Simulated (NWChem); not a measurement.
Molecule: C₄H₆O; SMILES C=C1COC1

```xyz
11

C      0.0000     0.0000    -1.9271
C      0.0000     0.0000    -0.6010
C      0.0000     1.0420     0.4981
O      0.0000     0.0000     1.5054
C      0.0000    -1.0420     0.4981
H      0.0000    -0.9259    -2.4968
H      0.0000     0.9259    -2.4968
H     -0.8943     1.6783     0.5608
H      0.8943     1.6783     0.5608
H      0.8943    -1.6783     0.5608
H     -0.8943    -1.6783     0.5608
```
Atoms are numbered in this order, from 1.

Computed with NWChem. Pople sets run with spherical d functions. Structure relaxed at the B3LYP/6-31G* (spherical d) level. Level: B3LYP/6-31G* with SMD (1 M gas to 1 M solution), gas-phase geometry.

For solvent water:

- solvation free energy (kcal/mol): -2.4
- cavity-dispersion-structure term (kcal/mol): 3.3
- dipole in solution (D): 2.13

Task: What are these values for solvent toluene?

Result: 
| Property | Value |
|---|---|
| solvation free energy (kcal/mol) | -3.5 |
| cavity-dispersion-structure term (kcal/mol) | -1.5 |
| dipole in solution (D) | 1.76 |
